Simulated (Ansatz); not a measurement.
A run for Ansatz (a quantum-chemistry and plane-wave program): R-CCSD(T)/cc-pVTZ on iminoborane (SMILES B=N).

Ansatz 0.2 input:
```yaml
crystal:
  periodic: [false, false, false]
  atoms:
    - {symbol: B, position_ang: [-0.00000000, -0.00000000, -0.69205629]}
    - {symbol: N, position_ang: [0.00000000, 0.00000000, 0.54091676]}
    - {symbol: H, position_ang: [-0.00000000, -0.00000000, -1.85890710]}
    - {symbol: H, position_ang: [0.00000000, 0.00000000, 1.53277121]}
basis:
  gaussian:
    orbitals: cc-pVTZ
magnetization: {spin_polarized: false}
correlation: {method: ccsd_t, electrons: outside_noble_gas}
accuracy: high
relax: {f_tol: 0.0005, max_steps: 60}
scf: {lower_state_search: off}
output: {forces: true}
```

**Question.** What total energy does the run end on?

**Answer.** -80.6560 hartree (reference determinant -80.3255, T1 diagnostic 0.016).

**Question.** How many basis functions does it have, and what does it roughly cost on one machine?

**Answer.** 88 functions; around 70 core-seconds (rough).
